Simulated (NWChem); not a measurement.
Species: trimethylsulfonium (C3H9S cation); SMILES [S+](C)(C)C

```xyz
13

C      0.4477    -1.5817     0.2912
S      0.0000     0.0000    -0.4987
C      1.1460     1.1785     0.2912
C     -1.5936     0.4032     0.2912
H      0.4216    -1.4890     1.3794
H      1.4495    -1.8470    -0.0554
H     -0.2666    -2.3326    -0.0552
H      1.0787     1.1096     1.3794
H      0.8748     2.1788    -0.0554
H      2.1534     0.9354    -0.0552
H     -1.5003     0.3794     1.3794
H     -1.8868     1.3972    -0.0552
H     -2.3242    -0.3318    -0.0554
```
Atoms are numbered in this order, from 1.

Level: B3LYP/6-31G* (spherical d) (NWChem), optimised geometry, unscaled harmonic frequencies. 

Question: List the harmonic frequencies with IR intensities, and the thermochemistry.

Answer: 
```json
[
 {"frequency (cm⁻¹)": "163", "IR intensity (km/mol)": "0.0"},
 {"frequency (cm⁻¹)": "200", "IR intensity (km/mol)": "0.1"},
 {"frequency (cm⁻¹)": "200", "IR intensity (km/mol)": "0.1"},
 {"frequency (cm⁻¹)": "256", "IR intensity (km/mol)": "0.1"},
 {"frequency (cm⁻¹)": "256", "IR intensity (km/mol)": "0.1"},
 {"frequency (cm⁻¹)": "286", "IR intensity (km/mol)": "0.0"},
 {"frequency (cm⁻¹)": "624", "IR intensity (km/mol)": "2.4"},
 {"frequency (cm⁻¹)": "704", "IR intensity (km/mol)": "1.2"},
 {"frequency (cm⁻¹)": "704", "IR intensity (km/mol)": "1.2"},
 {"frequency (cm⁻¹)": "926", "IR intensity (km/mol)": "0.0"},
 {"frequency (cm⁻¹)": "967", "IR intensity (km/mol)": "1.1"},
 {"frequency (cm⁻¹)": "967", "IR intensity (km/mol)": "1.1"},
 {"frequency (cm⁻¹)": "1080", "IR intensity (km/mol)": "11.4"},
 {"frequency (cm⁻¹)": "1080", "IR intensity (km/mol)": "11.4"},
 {"frequency (cm⁻¹)": "1084", "IR intensity (km/mol)": "12.5"},
 {"frequency (cm⁻¹)": "1385", "IR intensity (km/mol)": "0.5"},
 {"frequency (cm⁻¹)": "1385", "IR intensity (km/mol)": "0.5"},
 {"frequency (cm⁻¹)": "1422", "IR intensity (km/mol)": "1.8"},
 {"frequency (cm⁻¹)": "1465", "IR intensity (km/mol)": "0.0"},
 {"frequency (cm⁻¹)": "1479", "IR intensity (km/mol)": "10.0"},
 {"frequency (cm⁻¹)": "1479", "IR intensity (km/mol)": "10.0"},
 {"frequency (cm⁻¹)": "1486", "IR intensity (km/mol)": "26.0"},
 {"frequency (cm⁻¹)": "1486", "IR intensity (km/mol)": "26.0"},
 {"frequency (cm⁻¹)": "1499", "IR intensity (km/mol)": "43.1"},
 {"frequency (cm⁻¹)": "3082", "IR intensity (km/mol)": "0.5"},
 {"frequency (cm⁻¹)": "3083", "IR intensity (km/mol)": "2.4"},
 {"frequency (cm⁻¹)": "3083", "IR intensity (km/mol)": "2.4"},
 {"frequency (cm⁻¹)": "3187", "IR intensity (km/mol)": "0.0"},
 {"frequency (cm⁻¹)": "3188", "IR intensity (km/mol)": "7.7"},
 {"frequency (cm⁻¹)": "3188", "IR intensity (km/mol)": "7.7"},
 {"frequency (cm⁻¹)": "3189", "IR intensity (km/mol)": "2.6"},
 {"frequency (cm⁻¹)": "3190", "IR intensity (km/mol)": "1.9"},
 {"frequency (cm⁻¹)": "3190", "IR intensity (km/mol)": "1.9"}
]
```

```json
{
  "zero_point_energy": "72.8 kcal/mol",
  "thermal correction to the enthalpy at 298.15 K (with zero-point energy)": "77.6 kcal/mol",
  "heat capacity Cv": "22.3 cal/(mol K)",
  "entropy at 298.15 K and 1 atm (symmetry number 3)": "75.4 cal/(mol K)"
}
```

Rigid rotor and harmonic oscillator.
